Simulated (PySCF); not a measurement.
Unrelated species, one level of theory. Computed, not measured: PySCF, TDDFT B3LYP/def2-SVPD, vertical, gas phase, core orbitals frozen in the response. Geometries: PBE0-D3(BJ)/def2-SVP; one conformer of each isolated species. Triplets are in the Tamm–Dancoff approximation. Atoms past krypton carry core potentials; spin–orbit coupling is left out.

**Question.** Rank by computed HOMO energy, lowest first.
A. `[F][In]([F])([F])<-[PH3]`
B. `COBSC`
C. `ClC(/C=C\CF)Cl`
D. `[Cl][Bi]([Cl])[Cl]`

**Answer.** A (-9.62 eV), D (-8.70 eV), C (-7.81 eV), B (-6.94 eV).

```json
{"SMILES": "[F][In]([F])([F])<-[PH3]", "HOMO (eV)": "-9.62", "first f ≥ 0.01 (nm)": "199", "LUMO (eV)": "-2.52", "α (au)": "60.7", "gap (eV)": "7.10", "T1 (eV)": "5.60", "S1 mainly": "H→L (92%)"}
{"SMILES": "[Cl][Bi]([Cl])[Cl]", "HOMO (eV)": "-8.70", "first f ≥ 0.01 (nm)": "256", "LUMO (eV)": "-2.96", "α (au)": "90.5", "gap (eV)": "5.74", "T1 (eV)": "4.34", "S1 mainly": "H→L (97%)"}
{"SMILES": "FC/C=C\\C(Cl)Cl", "HOMO (eV)": "-7.81", "first f ≥ 0.01 (nm)": "214", "LUMO (eV)": "-1.60", "α (au)": "78.7", "gap (eV)": "6.21", "T1 (eV)": "–", "S1 mainly": "H→L (81%)"}
{"SMILES": "COBSC", "HOMO (eV)": "-6.94", "first f ≥ 0.01 (nm)": "206", "LUMO (eV)": "-0.24", "α (au)": "67.0", "gap (eV)": "6.70", "T1 (eV)": "5.02", "S1 mainly": "H→L (93%)"}
```

H and L stand for HOMO and LUMO; a dash means that no computed state gives the value.
